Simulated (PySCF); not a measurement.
Planning a geometry optimisation on `[SiH3]C#C[Si@H](Cl)C1CC1`.

Method: PBE0-D3(BJ)/def2-SVP geometry optimisation, gas phase (PySCF 2.14.0). Work: geometry optimisation from a GFN2-xTB start shaken at random, density fitting. A driver script takes a list of jobs; this job's settings line and coordinates (Å) are shown.

Command:
```bash
OMP_NUM_THREADS=1 python probes_run.py task.json out
```

Input:
```
{"job": {"xc": "PBE0", "basis": "def2-SVP", "d3": "d3bj", "grid": 1, "shake": 0.01, "kind": "geom"}, "charge": 0, "multiplicity": 1}
Si     3.996410     0.947780     0.699830
C      2.377100     0.104070     0.315890
C      1.320480    -0.452370     0.047380
Si    -0.208180    -1.288450    -0.412310
Cl     0.068750    -2.310020    -2.152870
C     -1.569720     0.023820    -0.691000
C     -3.011610    -0.315800    -0.495720
C     -2.316690     0.589300     0.469860
H      4.244400     1.920490    -0.374080
H      5.029370    -0.039130     0.801650
H      3.801920     1.677900     1.976610
H     -0.631050    -2.247000     0.632170
H     -1.387660     0.735990    -1.495070
H     -3.754040     0.121700    -1.171910
H     -3.287750    -1.321560    -0.173050
H     -2.118110     0.217460     1.469590
H     -2.570140     1.647640     0.462380
```

Hardware: one thread of an Arm Neoverse V2, shared host. PySCF's memory limit was set to 2000 MB.

**Question.** How large is the basis?

**Answer.** 169 functions.

**Question.** Which is nearest to the wall time?
A. 2.6 s
B. 19 s
C. 2.6 min

**Answer.** C. The run took 2.6 min. The run took 13 energy-and-gradient evaluations and 78 SCF cycles, 12 s an evaluation on average.

**Question.** How much memory does it need at the peak?

**Answer.** About 0.69 GiB. Peak memory is the resident size of the whole Python process, interpreter and libraries included.

**Question.** At this speed, how long would 20000 such jobs take on 8 cores, one job a core?

**Answer.** 20000/8 gives 2500 rounds of 2.6 min, about 110 h of wall time and 870 core-hours, if the jobs don't slow each other.

Other jobs ran on the host; a repeat could differ by tens of per cent or more.

The run converged: final energy -1234.02360 Eh after 12 steps; dipole 2.06 D.
